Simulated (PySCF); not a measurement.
C₃H₆GeO. Atoms are numbered in the order given.

```xyz
11

C      2.0395     0.3280    -0.2290
Ge     0.2346     0.0524     0.4558
C     -1.3015     0.9357    -0.3250
C     -1.5890    -0.2546    -0.9027
O     -0.6922    -1.2310    -0.5948
H      2.5103     1.1842     0.2788
H      1.9934     0.5299    -1.3082
H      2.6536    -0.5671    -0.0485
H      0.2224    -0.3776     1.9387
H     -1.8267     1.8859    -0.3801
H     -2.4173    -0.5378    -1.5669
```

Geometry: B3LYP-D3(BJ)/def2-SVP. The structure was generated by enumeration; whether it is a known compound was not checked.

All values below come from PySCF with TDA-PBE/def2-SVPD.

Vertical excitations. 

| state | energy (eV) | λ (nm) | f | main pairs |
|---|---|---|---|---|
| S1 | 4.26 | 291 | 0.003 | HOMO→LUMO 100 % |
| S2 | 5.10 | 243 | 0.018 | HOMO→LUMO+1 50 %, HOMO→LUMO+2 30 %, HOMO→LUMO+3 18 % |
| S3 | 5.42 | 229 | 0.001 | HOMO→LUMO+3 56 %, HOMO→LUMO+2 43 % |
| S4 | 5.86 | 211 | 0.035 | HOMO→LUMO+4 47 %, HOMO→LUMO+1 17 %, HOMO→LUMO+2 16 %, HOMO→LUMO+3 12 % |
| S5 | 6.08 | 204 | 0.029 | HOMO→LUMO+4 50 %, HOMO→LUMO+1 14 %, HOMO→LUMO+3 9 %, HOMO−2→LUMO 8 % |
| S6 | 6.43 | 193 | 0.015 | HOMO−1→LUMO 72 % |
| S7 | 6.58 | 188 | 0.003 | HOMO→LUMO+5 85 % |
| S8 | 6.72 | 184 | 0.015 | HOMO−1→LUMO+1 61 %, HOMO−2→LUMO+1 16 %, HOMO−2→LUMO 15 % |
| S9 | 6.76 | 183 | 0.040 | HOMO−2→LUMO 51 %, HOMO−2→LUMO+1 10 %, HOMO−1→LUMO+1 9 %, HOMO−1→LUMO 8 % |
| S10 | 6.78 | 183 | 0.004 | HOMO−2→LUMO+1 64 %, HOMO−1→LUMO+1 26 % |
| T1 | 3.86 | 321 | 0 | HOMO→LUMO+1 94 % |
| T2 | 4.05 | 306 | 0 | HOMO→LUMO 99 % |
| T3 | 5.25 | 236 | 0 | HOMO→LUMO+2 96 % |
| T4 | 5.30 | 234 | 0 | HOMO→LUMO+3 96 % |
Triplets are in the Tamm–Dancoff approximation.
